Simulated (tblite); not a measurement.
A geometry optimisation, step by step.

Compound: C₂H₁₄BNSi₃.
Atom-mapped SMILES: `[CH3:1][BH:2][Si@H:3]([NH2:4])[SiH2:5][SiH2:6][CH3:7]` (hydrogens: H8, H9, H10 on C1; H11 on B2; H12 on Si3; H13, H14 on N4; H15, H16 on Si5; H17, H18 on Si6; H19, H20, H21 on C7)

Computed with GFN2-xTB (tblite), gas phase: L-BFGS steps from a force-field or distance-geometry start until the largest atomic force falls under 0.01 eV/Å. 9 of its 229 geometries are shown.

Step 0: E = -562.6603 eV, largest atomic force 2.589 eV/Å
```
atom  x, y, z in Å  |  force x, y, z in eV/Å
C1     -2.928    1.486    0.032   -0.422  -0.348   0.072
B2     -2.788   -0.089    0.162    1.072   0.602   1.428
Si3    -1.052   -0.797   -0.420   -2.339  -0.823  -0.745
N4     -1.102   -2.549   -0.207   -1.345  -0.704   0.451
Si5     0.473    0.228    0.822    0.332   0.490   1.166
Si6     2.301    0.770   -0.351    0.199   1.175  -0.098
C7      3.759   -0.298    0.087    1.206   0.015   0.288
H8     -2.120    1.941    0.668   -0.983  -0.301  -0.589
H9     -2.753    1.796   -1.013   -0.302   0.281   0.656
H10    -3.928    1.784    0.417    0.834   0.410  -0.463
H11    -3.200   -0.550    1.190   -0.398   0.020  -0.599
H12    -0.965   -0.489   -1.848    0.494  -0.230  -0.397
H13    -1.571   -2.789    0.728    0.906   0.272  -1.847
H14    -1.713   -2.941   -0.966    0.854   0.176   1.164
H15    -0.126    1.527    1.239    0.104  -0.282   0.142
H16     0.803   -0.487    2.057   -0.048   0.030   0.189
H17     2.690    2.160    0.014    0.004  -0.165  -0.211
H18     1.997    0.769   -1.776    0.146  -0.005  -0.275
H19     3.672   -1.264   -0.420    0.197   0.125   0.506
H20     4.671    0.207   -0.310   -0.480  -0.597   0.446
H21     3.870   -0.401    1.203   -0.032  -0.141  -1.281
```

Step 28: E = -563.6456 eV, largest atomic force 0.124 eV/Å
```
atom  x, y, z in Å  |  force x, y, z in eV/Å
C1     -3.094    1.607    0.046    0.011  -0.018   0.002
B2     -2.853    0.074    0.314   -0.035  -0.049   0.011
Si3    -1.270   -0.831   -0.379   -0.065   0.060  -0.087
N4     -1.080   -2.562   -0.235    0.027   0.007   0.020
Si5     0.482    0.176    0.817    0.058  -0.033  -0.085
Si6     2.379    0.844   -0.340   -0.087  -0.029  -0.033
C7      3.844   -0.299    0.056   -0.036   0.060  -0.010
H8     -2.366    2.142    0.660    0.014   0.026  -0.003
H9     -2.911    1.926   -0.978    0.016  -0.003  -0.016
H10    -4.072    1.975    0.348   -0.024  -0.022  -0.034
H11    -3.534   -0.426    1.134   -0.022  -0.038   0.018
H12    -0.956   -0.698   -1.821   -0.013   0.043   0.016
H13    -1.280   -2.998    0.650    0.016   0.028   0.093
H14    -1.462   -3.145   -0.962   -0.001   0.036  -0.039
H15    -0.098    1.400    1.409    0.007   0.027   0.062
H16     0.854   -0.591    2.019    0.014  -0.014   0.030
H17     2.802    2.228   -0.044   -0.004  -0.077  -0.022
H18     2.177    0.792   -1.800    0.011   0.044   0.037
H19     3.701   -1.288   -0.373   -0.003   0.042   0.041
H20     4.771    0.104   -0.343    0.041  -0.058   0.033
H21     3.957   -0.412    1.131    0.073  -0.032  -0.031
```

Step 57: E = -563.6749 eV, largest atomic force 0.058 eV/Å
```
atom  x, y, z in Å  |  force x, y, z in eV/Å
C1     -3.203    1.587    0.008    0.012   0.029   0.001
B2     -2.935    0.068    0.317   -0.015   0.000  -0.020
Si3    -1.288   -0.738   -0.352   -0.022  -0.038  -0.002
N4     -1.012   -2.458   -0.210   -0.001  -0.002  -0.012
Si5     0.519    0.173    0.824   -0.006  -0.030  -0.008
Si6     2.414    0.820   -0.338    0.052   0.019  -0.003
C7      3.882   -0.329    0.038    0.000  -0.024   0.005
H8     -2.562    2.156    0.685    0.013   0.026   0.021
H9     -2.914    1.891   -0.996   -0.008   0.024  -0.018
H10    -4.218    1.933    0.190   -0.020  -0.038  -0.012
H11    -3.656   -0.464    1.078    0.000  -0.022   0.017
H12    -1.032   -0.554   -1.799    0.010  -0.010  -0.001
H13    -1.089   -2.873    0.707    0.010   0.023  -0.019
H14    -1.462   -3.069   -0.874   -0.008   0.016   0.008
H15     0.029    1.350    1.573   -0.020   0.037   0.012
H16     0.884   -0.737    1.926    0.044  -0.002   0.038
H17     2.868    2.186   -0.023   -0.020   0.010  -0.010
H18     2.225    0.794   -1.797   -0.023   0.024  -0.004
H19     3.668   -1.334   -0.313    0.031  -0.033   0.018
H20     4.799    0.001   -0.443   -0.027   0.000  -0.010
H21     4.074   -0.386    1.106   -0.001  -0.009  -0.001
```

Step 86: E = -563.6839 eV, largest atomic force 0.032 eV/Å
```
atom  x, y, z in Å  |  force x, y, z in eV/Å
C1     -3.283    1.582   -0.017    0.006  -0.014  -0.002
B2     -2.935    0.080    0.298    0.001  -0.009  -0.011
Si3    -1.258   -0.694   -0.338    0.007   0.021   0.015
N4     -0.985   -2.417   -0.234   -0.010   0.023  -0.004
Si5     0.552    0.176    0.866    0.003  -0.012   0.007
Si6     2.440    0.801   -0.322    0.006   0.017   0.005
C7      3.893   -0.379    0.015   -0.008   0.006   0.000
H8     -2.791    2.187    0.748   -0.002   0.006   0.015
H9     -2.910    1.944   -0.973    0.006  -0.002  -0.006
H10    -4.343    1.819    0.046   -0.002   0.004  -0.005
H11    -3.652   -0.483    1.045    0.010  -0.007   0.007
H12    -0.969   -0.472   -1.774   -0.013  -0.008  -0.018
H13    -0.929   -2.820    0.687   -0.003  -0.023   0.003
H14    -1.553   -3.017   -0.812    0.007  -0.006  -0.001
H15     0.073    1.353    1.621   -0.012   0.029   0.006
H16     0.935   -0.730    1.969   -0.003   0.002  -0.008
H17     2.917    2.158   -0.001   -0.001  -0.005  -0.007
H18     2.217    0.806   -1.777   -0.012   0.004   0.003
H19     3.633   -1.398   -0.254    0.001  -0.012  -0.002
H20     4.776   -0.103   -0.552    0.011  -0.007  -0.002
H21     4.162   -0.375    1.068    0.007  -0.010   0.007
```

Step 114: E = -563.6883 eV, largest atomic force 0.053 eV/Å
```
atom  x, y, z in Å  |  force x, y, z in eV/Å
C1     -3.307    1.559   -0.009    0.020  -0.027  -0.004
B2     -2.916    0.072    0.333    0.005   0.000   0.012
Si3    -1.239   -0.677   -0.331   -0.010   0.023   0.047
N4     -0.920   -2.393   -0.252    0.001   0.021  -0.006
Si5     0.543    0.247    0.883   -0.019  -0.015  -0.018
Si6     2.460    0.801   -0.294    0.019   0.010  -0.013
C7      3.869   -0.445   -0.011   -0.020   0.004   0.003
H8     -3.027    2.187    0.841   -0.002  -0.015   0.009
H9     -2.805    1.973   -0.881   -0.006   0.010  -0.008
H10    -4.379    1.702   -0.135   -0.008  -0.001   0.003
H11    -3.600   -0.482    1.117    0.005   0.007  -0.016
H12    -0.980   -0.436   -1.768    0.017  -0.005  -0.025
H13    -0.892   -2.820    0.661   -0.001  -0.010   0.008
H14    -1.438   -2.998   -0.871    0.003   0.005   0.004
H15     0.041    1.469    1.549    0.007   0.003   0.004
H16     0.880   -0.602    2.045    0.003   0.011  -0.007
H17     3.016    2.126    0.032   -0.011   0.006   0.007
H18     2.204    0.844   -1.744    0.000  -0.001  -0.002
H19     3.549   -1.456   -0.247    0.005   0.000  -0.008
H20     4.732   -0.218   -0.632   -0.005  -0.018   0.010
H21     4.199   -0.438    1.024   -0.003  -0.007   0.000
```

Step 142: E = -563.6947 eV, largest atomic force 0.045 eV/Å
```
atom  x, y, z in Å  |  force x, y, z in eV/Å
C1     -3.367    1.505    0.032   -0.008   0.023   0.011
B2     -2.889    0.040    0.358   -0.021   0.011   0.006
Si3    -1.181   -0.617   -0.307   -0.006  -0.005   0.016
N4     -0.783   -2.317   -0.223    0.015   0.004  -0.005
Si5     0.567    0.405    0.874    0.011  -0.015   0.000
Si6     2.513    0.840   -0.305   -0.005   0.011   0.004
C7      3.751   -0.580   -0.046   -0.002   0.008  -0.010
H8     -3.402    2.106    0.944    0.007  -0.041  -0.018
H9     -2.746    2.040   -0.684   -0.027  -0.006   0.005
H10    -4.391    1.506   -0.347    0.026   0.004   0.001
H11    -3.558   -0.569    1.114   -0.008   0.009   0.006
H12    -0.934   -0.381   -1.746    0.013   0.016  -0.040
H13    -0.842   -2.768    0.677    0.008   0.001   0.007
H14    -1.189   -2.928   -0.914   -0.005  -0.003   0.012
H15     0.075    1.675    1.444   -0.023   0.009   0.002
H16     0.886   -0.362    2.097   -0.006   0.014  -0.007
H17     3.194    2.092    0.072    0.013  -0.018  -0.003
H18     2.281    0.960   -1.755   -0.009   0.000   0.015
H19     3.296   -1.533   -0.303    0.016   0.002   0.006
H20     4.637   -0.461   -0.662    0.016  -0.009   0.004
H21     4.074   -0.636    0.990   -0.004  -0.014  -0.013
```

Step 171: E = -563.7111 eV, largest atomic force 0.080 eV/Å
```
atom  x, y, z in Å  |  force x, y, z in eV/Å
C1     -3.557    1.348    0.120    0.010   0.060  -0.028
B2     -2.869   -0.050    0.348    0.012   0.009   0.000
Si3    -1.062   -0.427   -0.295    0.013  -0.012   0.007
N4     -0.429   -2.053   -0.154   -0.019  -0.014   0.002
Si5     0.608    0.760    0.841   -0.030   0.073   0.011
Si6     2.653    0.828   -0.246   -0.026  -0.028  -0.007
C7      3.475   -0.883   -0.156    0.022  -0.004  -0.002
H8     -4.055    1.722    1.015    0.018  -0.019  -0.027
H9     -2.893    2.131   -0.246   -0.033  -0.058   0.014
H10    -4.349    1.234   -0.625    0.040  -0.016   0.039
H11    -3.472   -0.828    0.997   -0.003   0.010  -0.002
H12    -0.841   -0.201   -1.744   -0.020   0.015   0.026
H13    -0.426   -2.463    0.768    0.006  -0.012  -0.059
H14    -0.764   -2.741   -0.810   -0.004  -0.014   0.036
H15     0.126    2.134    1.097    0.018  -0.014  -0.019
H16     0.781    0.258    2.222   -0.006  -0.008  -0.018
H17     3.636    1.800    0.262    0.006   0.020   0.015
H18     2.495    1.159   -1.673    0.008   0.014   0.015
H19     2.832   -1.644   -0.590    0.010   0.027   0.030
H20     4.418   -0.899   -0.695   -0.004  -0.026   0.001
H21     3.682   -1.169    0.873   -0.018  -0.003  -0.033
```

Step 200: E = -563.7236 eV, largest atomic force 0.043 eV/Å
```
atom  x, y, z in Å  |  force x, y, z in eV/Å
C1     -3.575    1.260    0.155    0.028   0.006   0.032
B2     -2.834   -0.102    0.421    0.026  -0.010   0.002
Si3    -1.029   -0.393   -0.270    0.005  -0.006   0.023
N4     -0.309   -1.988   -0.209   -0.017  -0.003  -0.010
Si5     0.608    0.912    0.780   -0.025   0.005  -0.016
Si6     2.721    0.821   -0.162    0.009  -0.019  -0.010
C7      3.328   -0.980   -0.201    0.013   0.021   0.008
H8     -4.183    1.599    0.993   -0.013  -0.008   0.006
H9     -2.922    2.079   -0.139    0.006  -0.004  -0.017
H10    -4.270    1.104   -0.672   -0.030   0.005  -0.021
H11    -3.407   -0.896    1.075   -0.006  -0.004   0.020
H12    -0.920   -0.122   -1.723    0.020  -0.006  -0.032
H13    -0.129   -2.383    0.701    0.003   0.010   0.014
H14    -0.717   -2.708   -0.785   -0.001   0.024  -0.004
H15     0.152    2.316    0.770   -0.017   0.007   0.014
H16     0.667    0.630    2.231    0.000  -0.009  -0.014
H17     3.761    1.616    0.514    0.010   0.002   0.003
H18     2.704    1.314   -1.549    0.020   0.001   0.006
H19     2.592   -1.616   -0.686    0.014  -0.009   0.008
H20     4.266   -1.081   -0.740   -0.033  -0.002   0.004
H21     3.486   -1.365    0.803   -0.012  -0.003  -0.016
```

Step 228: E = -563.7281 eV, largest atomic force 0.009 eV/Å
```
atom  x, y, z in Å  |  force x, y, z in eV/Å
C1     -3.579    1.222    0.179   -0.003  -0.001   0.005
B2     -2.788   -0.111    0.451    0.001   0.001  -0.003
Si3    -1.014   -0.381   -0.318    0.005  -0.004   0.004
N4     -0.263   -1.960   -0.232    0.004   0.002  -0.002
Si5     0.595    0.977    0.710   -0.003  -0.001   0.000
Si6     2.749    0.827   -0.126    0.003   0.000   0.001
C7      3.244   -1.006   -0.209   -0.002  -0.002   0.003
H8     -4.199    1.548    1.012   -0.001   0.002   0.003
H9     -2.950    2.058   -0.123   -0.001   0.001  -0.008
H10    -4.265    1.041   -0.652   -0.006  -0.001   0.001
H11    -3.289   -0.889    1.180   -0.006  -0.002   0.007
H12    -0.926   -0.144   -1.778    0.001   0.002  -0.002
H13    -0.062   -2.328    0.685   -0.002   0.000   0.004
H14    -0.668   -2.699   -0.785   -0.001   0.007  -0.004
H15     0.129    2.377    0.652    0.003  -0.001  -0.005
H16     0.608    0.735    2.169   -0.002  -0.002   0.000
H17     3.789    1.526    0.652    0.002  -0.001  -0.001
H18     2.861    1.381   -1.485    0.000   0.004  -0.002
H19     2.475   -1.585   -0.711    0.003   0.000  -0.006
H20     4.176   -1.152   -0.746    0.001  -0.001   0.004
H21     3.370   -1.423    0.786    0.005  -0.003   0.002
```

Question: Summarise the path.

Answer: The energy falls by 103.03 kJ/mol from step 0 to step 228; nine tenths of that is first reached at step 19. It never rises by more than 0.2 meV. The largest force goes from 2.589 to 0.009 eV/Å. Among the bonds Si3–Si5 changes most, from 2.218 to 2.343 Å; the atoms move by 1.113 Å rms after alignment.

What follows is the cost of the whole relaxation. On one thread, Intel Xeon at 2.50 GHz (x86_64), no GPU, shared host with 64 logical CPUs at a one-minute load of 61, this took 6.4 s of wall time.
